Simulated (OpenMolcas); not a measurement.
An OpenMolcas run meant for Ta+ (ANO-R3, X2C; inactive shells 1s 2s 2p 3s 3p 3d 4s 4p 4d 4f 5s 5p; intended active space 4 electrons in 6 orbitals (5d 6s)). One step of its input:

```
&RASSCF
FileOrb=start.orb
Symmetry=1
Spin=5
nActEl=4 0 0
Inactive=15 19
Ras2=6 0
CIRoot=14 14 1
SDav=15
CIMx=300
Iter=88 100
PrWF=0.3
OrbListing=Nothing
MaxOrb=0
Atom
```

The run finished. Its levels beside those of a sound run (CASSCF), in cm-1 above each run's lowest level:

```tsv
Level	This run	Usual run
5d3 6s 5F1	0.0	0.0
5d3 6s 5F2	1081	1075
5d3 6s 5F3	2667	2653
5d3 6s 5F4	4542	4517
5d3 6s 5F5	6451	6418
5d2 6s2 3F2	10286	10185
5d2 6s2 3F3	12504	12335
5d3 6s 5P1	13178	12807
5d3 6s 5P3	14574	14528
5d3 6s 3G3	15559	15480
5d3 6s 3G5 [65 %]	17816	17733
5d3 6s 3F3 [68 %]	18630	18634
```

Problem. Which setting is unsound, and how much does it matter here?

Solution. CIRoot is one short, so the average cuts through a term and the orbitals lose spherical symmetry. Against the sound run the excited levels shown move by 85 cm-1 on average and by 370 cm-1 at most.

Without dynamic correlation excited terms often stand tens of per cent too high (terms of higher spin than the ground term too low), and those without a measured partner can miss by more than the paired ones. Configurations are named by rounded mean occupations; where the s occupation lies near a half they are strongly mixed, a name can repeat and a true partner stay unpaired. A single d shell beside an s shell can misplace configurations of different d count against each other. Levels of configurations outside the active space are missing.

A share in square brackets marks a mixed level and gives the weight of the term that names it, the lowest over the columns.
